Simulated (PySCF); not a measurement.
# Core binding energy against partial charge

Compound: 2-methyl-3-butenoic acid, C₅H₈O₂.
Structure used (PBE0-D3(BJ)/def2-SVP), in Å, numbered top down from 1:
```xyz
15
C5H8O2 angstrom
C      2.2850    0.1174    0.0423
C      1.0845   -0.2046   -0.4374
C     -0.2083   -0.0946    0.3279
C     -0.9186   -1.4424    0.4193
C     -1.0853    0.9102   -0.3949
O     -1.7467    0.6670   -1.3698
O     -1.0224    2.1296    0.1517
H      2.4075    0.5053    1.0586
H      3.1887    0.0036   -0.5619
H      0.9873   -0.5865   -1.4615
H      0.0066    0.3050    1.3304
H     -1.1872   -1.7974   -0.5861
H     -1.8454   -1.3645    1.0071
H     -0.2647   -2.1865    0.8957
H     -1.5758    2.7051   -0.3995
```

Binding energies: delta-SCF UKS SCAN, pcX-2 on the ionised atom, pcseg-1 elsewhere, spin-free X2C (PySCF 2.14.0). Charges: PBE0/pcSseg-1 ground-state density, for the ionised atom.

| atom | environment | C 1s (eV) | Mulliken (e) | IAO (e) | Hirshfeld (e) | ESP (e) |
| --- | --- | --- | --- | --- | --- | --- |
| C1 | terminal =CH2 carbon | 290.38 | -0.142 | -0.307 | -0.097 | -0.462 |
| C4 | methyl carbon | 290.76 | -0.201 | -0.407 | -0.114 | -0.548 |
| C2 | alkene CH carbon | 290.77 | -0.178 | -0.128 | -0.036 | -0.160 |
| C3 | sp3 carbon next to a carbonyl | 291.31 | -0.341 | -0.155 | -0.031 | +0.217 |
| C5 | carboxylic acid carbon | 294.69 | +0.497 | +0.535 | +0.217 | +0.620 |

Question: How well does each charge scheme correlate with the binding energies over these sites?

Answer: Hirshfeld: r = 0.98, slope 13.0 eV per e; IAO: r = 0.96, slope 4.6 eV per e; Mulliken: r = 0.91, slope 4.9 eV per e; ESP: r = 0.87, slope 3.2 eV per e. On 5 points no scheme stands out.

Question: The point-charge model writes a binding energy as kq + V + constant, with V the potential of the other atoms' charges at the site. What does it give with the IAO charges?

Answer: V = Σ 14.40 eV Å × q/r over all other atoms: +3.46 eV at C1, +5.20 eV at C4, +0.17 eV at C2, +1.47 eV at C3, -8.72 eV at C5. Fitting binding energy − V to q gives k = 19.2 eV per e and leaves an rms residual of 0.21 eV, against 0.43 eV for the fit on q alone. The model has no term for differences in relaxation between sites.

The structure is a single PBE0-D3(BJ)/def2-SVP conformer in the gas phase; no vibrational or solvent corrections.
